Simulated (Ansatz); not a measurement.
Basis-set series for `[OH][Zn-]1[O]C(C(F)(F)F)=CC(C(F)(F)F)=[O+]1`. The species carries charge 0 and has multiplicity 1. All single points use the PBE0-D4/def2-TZVP geometry. It is one conformer, not always the lowest.

```json
{"functional": "PBE0-D4", "basis": "def2-TZVPP", "functions": "526", "energy (Eh)": "-2795.11769", "HOMO (eV)": "-8.17", "LUMO (eV)": "-3.14"}
{"functional": "PBE0-D4", "basis": "def2-QZVPP", "functions": "958", "energy (Eh)": "-2795.21525", "HOMO (eV)": "-8.20", "LUMO (eV)": "-3.18"}
{"functional": "ωB97M-V", "basis": "def2-TZVPP", "functions": "526", "energy (Eh)": "-2796.03691", "HOMO (eV)": "-10.43", "LUMO (eV)": "-1.02"}
{"functional": "ωB97M-V", "basis": "def2-QZVPP", "functions": "958", "energy (Eh)": "-2796.12930", "HOMO (eV)": "-10.46", "LUMO (eV)": "-1.06"}
```

(1) Give the rows for def2-SVP. (An estimate is asked.)

## Answers

(1) Computed: 
| functional | basis | functions | energy (Eh) | HOMO (eV) | LUMO (eV) |
| --- | --- | --- | --- | --- | --- |
| PBE0-D4 | def2-SVP | 237 | -2793.65871 | -7.66 | -2.97 |
| ωB97M-V | def2-SVP | 237 | -2794.55361 | -10.04 | -0.79 |

Scalar relativity is left out up to krypton.
